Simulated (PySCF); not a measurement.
GaI3, charge +1, multiplicity 2. Atoms are numbered in the order given.

```xyz
4

Ga     0.0000     0.0000     0.0000
I     -2.4727     0.0000     0.0000
I      1.2363     2.1414     0.0000
I      1.2363    -2.1414     0.0000
```
Charge +1, spin multiplicity 2.

Coordinates come from a r2SCAN-D4/def2-SVP optimisation. The multiplicity is an assumed one; no other spin state was optimised. The isomer is the one that the SMILES or the coordinates give; other isomers of the formula were not compared. The def2 effective core potentials stand for the cores of I; spin–orbit coupling is left out.

Level of theory: ωB97X/def2-TZVP (PySCF).

Isolated molecule, no solvent.

Q: Estimate the frontier levels, dipole moment and polarisability. (The exact figures need the calculation; the answer reports its results.)

A: 
| Property | Value |
|---|---|
| α spin, highest occupied and lowest empty level | -14.24 and -5.30 eV |
| β spin, highest occupied and lowest empty level | -14.04 and -9.83 eV |
| dipole moment about the centre of nuclear charge | 4.21 D |
| mean static polarisability | 201.7 bohr³ (29.88 Å³) |
| polarisability, principal values | 75.9, 260.2, 268.9 bohr³ |
| ⟨S²⟩ | 0.758 (pure state 0.75) |
